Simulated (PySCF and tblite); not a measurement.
Results of a calculation; reference values are marked as such.
System: C7H6O2, numbered as in [O:1]=[CH:2][c:3]1[cH:4][cH:5][cH:6][cH:7][c:8]1[OH:9].

Motion: rotation about the C8–O9 bond (torsion C3–C8–O9–H from 0° to 180°, rising). GFN2-xTB gives an electronic barrier of 14.0 kcal/mol and a reaction energy of 8.7 kcal/mol.

(1) What does PBE0/pcSseg-1 + D3(BJ) give on GFN2-xTB geometries?

Programs: tblite and PySCF.

## Answers

(1) A barrier of 16.1 kcal/mol, 2.1 above the tight-binding barrier (from unrounded values), a reaction energy of 12.2 kcal/mol and, with GFN2-xTB thermal terms, ΔG‡(298 K) = 14.7 kcal/mol and k = 208 s⁻¹ (2 equivalent paths).
